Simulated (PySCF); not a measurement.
PySCF input for iodine monochloride cation (ClI), SMILES ICl (connectivity only; charge and spin as stated), charge +1, multiplicity 2, TDA-PBE/def2-TZVPD. Coordinates come from a PBE0-D3(BJ)/def2-TZVP optimisation. The multiplicity is an assumed one; other spin states were not compared. The def2 effective core potentials stand for the cores of I; spin–orbit coupling is left out.

```python
import numpy as np
from pyscf import gto, scf, dft, tdscf

mol = gto.M(
    atom='''
    Cl    0.00000000    0.00000000   -1.68447956
    I     0.00000000    0.00000000    0.54030477
    ''',
    basis='def2-TZVPD',
    ecp={'I': 'def2-tzvp'},
    charge=1,
    spin=1,
    max_memory=1600,
    verbose=4,
)
mf = dft.UKS(mol, xc='pbe').density_fit(auxbasis='def2-universal-jkfit')
mf.grids.level = 3
mf.conv_tol = 1e-9
mf.max_cycle = 100
mf.kernel()
fine, coarse = mf.grids, dft.Grids(mol).set(level=1).build(with_non0tab=True)
for _ in range(3):  # follow internal instabilities
    mf.grids = coarse
    mo, _, stable, _ = mf.stability(return_status=True, nroots=4)
    mf.grids = fine
    if stable:
        break
    mf.kernel(mf.make_rdm1(mo, mf.mo_occ))
mf.grids = dft.Grids(mol).set(level=1).build(with_non0tab=True)  # coarser grid for the response kernel
td = tdscf.TDA(mf)
td.nstates = 10
td.conv_tol = 1e-4
td.positive_eig_threshold = 1e-6
td.kernel(x0=td.get_init_guess(mf, 15))
td.analyze(verbose=3)
```

Program output:

```
PySCF version 2.14.0

[INPUT] verbose = 4
[INPUT] num. atoms = 2
[INPUT] num. electrons = 41
[INPUT] charge = 1
[INPUT] spin (= nelec alpha-beta = 2S) = 1
[INPUT] symmetry False subgroup None
[INPUT] Mole.unit = angstrom
[INPUT] Symbol           X                Y                Z      unit          X                Y                Z       unit  Magmom
[INPUT]  1 Cl     0.000000000000   0.000000000000  -1.684479560000 AA    0.000000000000   0.000000000000  -3.183205030828 Bohr   0.0
[INPUT]  2 I      0.000000000000   0.000000000000   0.540304770000 AA    0.000000000000   0.000000000000   1.021028039096 Bohr   0.0

nuclear repulsion = 101.088591648342
number of shells = 35
number of NR pGTOs = 176
number of NR cGTOs = 105
basis = def2-TZVPD
ecp = {'I': 'def2-tzvp'}


[settings echo left out]
init E= -715.900630509255
  alpha nocc = 21  HOMO = -0.694837404748175  LUMO = -0.671113603861305

WARN: beta  nocc = 20  HOMO -0.694837404748399 >= LUMO -0.694837404748158


WARN: HOMO -0.694837404748175 >= LUMO -0.694837404748158

cycle= 1 E= -754.288417988622  delta_E= -38.4  |g|= 2.89  |ddm|= 13.6
  alpha nocc = 21  HOMO = -0.400399119414128  LUMO = -0.354250233505116

WARN: beta  nocc = 20  HOMO -0.361572053726903 >= LUMO -0.361091959309806


WARN: HOMO -0.361572053726903 >= LUMO -0.361091959309806

cycle= 2 E= -743.651638345335  delta_E= 10.6  |g|= 5.01  |ddm|= 7.12
  alpha nocc = 21  HOMO = -0.359009695618866  LUMO = -0.265355912109956
  beta  nocc = 20  HOMO = -0.349862766826112  LUMO = -0.326265188341523
  HOMO = -0.349862766826  LUMO = -0.326265188342  gap/eV = 0.64212
cycle= 3 E= -756.685097846153  delta_E=  -13  |g|= 1.05  |ddm|= 4.01
  alpha nocc = 21  HOMO = -0.45778978818748  LUMO = -0.399559174412816
  beta  nocc = 20  HOMO = -0.459764690399516  LUMO = -0.457658027931002

WARN: HOMO -0.45778978818748 >= LUMO -0.457658027931002

cycle= 4 E= -756.28497301888  delta_E=  0.4  |g|= 1.41  |ddm|= 2.08
  alpha nocc = 21  HOMO = -0.488332359187353  LUMO = -0.396668116799116

WARN: beta  nocc = 20  HOMO -0.478388961211037 >= LUMO -0.477774464062383


WARN: HOMO -0.478388961211037 >= LUMO -0.477774464062383

cycle= 5 E= -757.208581785106  delta_E= -0.924  |g|= 0.446  |ddm|= 1.03
  alpha nocc = 21  HOMO = -0.506454301175539  LUMO = -0.393911662606649
  beta  nocc = 20  HOMO = -0.49337145545361  LUMO = -0.490962988192059
  HOMO = -0.493371455454  LUMO = -0.490962988192  gap/eV = 0.06554
cycle= 6 E= -757.339794845616  delta_E= -0.131  |g|= 0.197  |ddm|= 1.24
  alpha nocc = 21  HOMO = -0.50615949123987  LUMO = -0.389933211918969
  beta  nocc = 20  HOMO = -0.490054445477377  LUMO = -0.48592380884417
  HOMO = -0.490054445477  LUMO = -0.485923808844  gap/eV = 0.11240
cycle= 7 E= -757.352718810566  delta_E= -0.0129  |g|= 0.0734  |ddm|= 1.17
  alpha nocc = 21  HOMO = -0.505157626431141  LUMO = -0.389940526593388

WARN: beta  nocc = 20  HOMO -0.488553449456289 >= LUMO -0.487581006789735


WARN: HOMO -0.488553449456289 >= LUMO -0.487581006789735

cycle= 8 E= -757.352508651898  delta_E= 0.00021  |g|= 0.074  |ddm|= 1.16
  alpha nocc = 21  HOMO = -0.510575888435133  LUMO = -0.390027378100595

WARN: beta  nocc = 20  HOMO -0.488447323409153 >= LUMO -0.488087105136177


WARN: HOMO -0.488447323409153 >= LUMO -0.488087105136177

cycle= 9 E= -757.354131629408  delta_E= -0.00162  |g|= 0.0501  |ddm|= 1.16
  alpha nocc = 21  HOMO = -0.507989203546433  LUMO = -0.389772656259913

WARN: beta  nocc = 20  HOMO -0.488184912386156 >= LUMO -0.4878568901764


WARN: HOMO -0.488184912386156 >= LUMO -0.4878568901764

cycle= 10 E= -757.354612789345  delta_E= -0.000481  |g|= 0.0407  |ddm|= 0.0128
  alpha nocc = 21  HOMO = -0.506031468173384  LUMO = -0.390042960278095

WARN: beta  nocc = 20  HOMO -0.488493399961794 >= LUMO -0.487945165207965


WARN: HOMO -0.488493399961794 >= LUMO -0.487945165207965

cycle= 11 E= -757.354943859096  delta_E= -0.000331  |g|= 0.033  |ddm|= 0.0113
  alpha nocc = 21  HOMO = -0.503020295988479  LUMO = -0.389925718813203

WARN: beta  nocc = 20  HOMO -0.488587727619808 >= LUMO -0.487648207374012


WARN: HOMO -0.488587727619808 >= LUMO -0.487648207374012

cycle= 12 E= -757.355273000715  delta_E= -0.000329  |g|= 0.0228  |ddm|= 0.0414
  alpha nocc = 21  HOMO = -0.501987972686104  LUMO = -0.38993679820786
  beta  nocc = 20  HOMO = -0.488679013978532  LUMO = -0.487589969842008
  HOMO = -0.488679013979  LUMO = -0.487589969842  gap/eV = 0.02963
cycle= 13 E= -757.355367419847  delta_E= -9.44e-05  |g|= 0.0189  |ddm|= 0.0569
  alpha nocc = 21  HOMO = -0.499868302439047  LUMO = -0.389993952591226
  beta  nocc = 20  HOMO = -0.488918645939041  LUMO = -0.487510714188536
  HOMO = -0.488918645939  LUMO = -0.487510714189  gap/eV = 0.03831
cycle= 14 E= -757.355511725939  delta_E= -0.000144  |g|= 0.0105  |ddm|= 0.026
  alpha nocc = 21  HOMO = -0.497056155626864  LUMO = -0.390040303537719
  beta  nocc = 20  HOMO = -0.489149437712654  LUMO = -0.487322263598836
  HOMO = -0.489149437713  LUMO = -0.487322263599  gap/eV = 0.04972
cycle= 15 E= -757.355575509361  delta_E= -6.38e-05  |g|= 0.000287  |ddm|= 0.0127
  alpha nocc = 21  HOMO = -0.497250693923225  LUMO = -0.390029754374098
  beta  nocc = 20  HOMO = -0.489121509101127  LUMO = -0.487323369147024
  HOMO = -0.489121509101  LUMO = -0.487323369147  gap/eV = 0.04893
cycle= 16 E= -757.355575269709  delta_E= 2.4e-07  |g|= 0.000716  |ddm|= 0.00103
  alpha nocc = 21  HOMO = -0.497062118522229  LUMO = -0.390028223445796
  beta  nocc = 20  HOMO = -0.489135233341332  LUMO = -0.487309755105254
  HOMO = -0.489135233341  LUMO = -0.487309755105  gap/eV = 0.04967
cycle= 17 E= -757.355575570536  delta_E= -3.01e-07  |g|= 1.17e-05  |ddm|= 0.00086
  alpha nocc = 21  HOMO = -0.497065212493318  LUMO = -0.390030914773071
  beta  nocc = 20  HOMO = -0.489137287464565  LUMO = -0.487312113222368
  HOMO = -0.489137287465  LUMO = -0.487312113222  gap/eV = 0.04967
cycle= 18 E= -757.355575570524  delta_E= 1.18e-11  |g|= 1.18e-05  |ddm|= 2.62e-05
  alpha nocc = 21  HOMO = -0.497064122153689  LUMO = -0.390029204053039
  beta  nocc = 20  HOMO = -0.489136137542263  LUMO = -0.48731091683683
  HOMO = -0.489136137542  LUMO = -0.487310916837  gap/eV = 0.04967
Extra cycle  E= -757.355575569977  delta_E= 5.46e-10  |g|= 3.23e-05  |ddm|= 4.54e-05
converged SCF energy = -757.355575569977  <S^2> = 0.75189345  2S+1 = 2.0018926
tot grids = 14344
uhf_internal: lowest eigs of H = [-2.08128265e-07  1.38279593e-01  1.90292919e-01  2.49321631e-01]
<class 'pyscf.df.df_jk.DFUKS'> wavefunction is stable in the internal stability analysis
tot grids = 14344
Overwritten attributes  positive_eig_threshold  of <class 'pyscf.tdscf.uks.TDA'>


******** <class 'pyscf.tdscf.uks.TDA'> for <class 'pyscf.df.df_jk.DFUKS'> ********
nstates = 10
deg_eia_thresh = 1.000e-03
wfnsym = None
conv_tol = 0.0001
eigh lindep = 1e-12
eigh level_shift = 0
eigh max_cycle = 100


Excitation energies (eV)
[0.06387561 2.3137806  2.651907   3.10242821 3.45758223 3.46667063
 4.53269625 4.86818872 5.1327779  5.62489028]

** Excitation energies and oscillator strengths **
Excited State   1:      0.06388 eV  19410.26 nm  f=0.0000
Excited State   2:      2.31378 eV    535.85 nm  f=0.0000
Excited State   3:      2.65191 eV    467.53 nm  f=0.0000
Excited State   4:      3.10243 eV    399.64 nm  f=0.0000
Excited State   5:      3.45758 eV    358.59 nm  f=0.0485
Excited State   6:      3.46667 eV    357.65 nm  f=0.0000
Excited State   7:      4.53270 eV    273.53 nm  f=0.0005
Excited State   8:      4.86819 eV    254.68 nm  f=0.0000
Excited State   9:      5.13278 eV    241.55 nm  f=0.0003
Excited State  10:      5.62489 eV    220.42 nm  f=0.0013
```

The run converged.
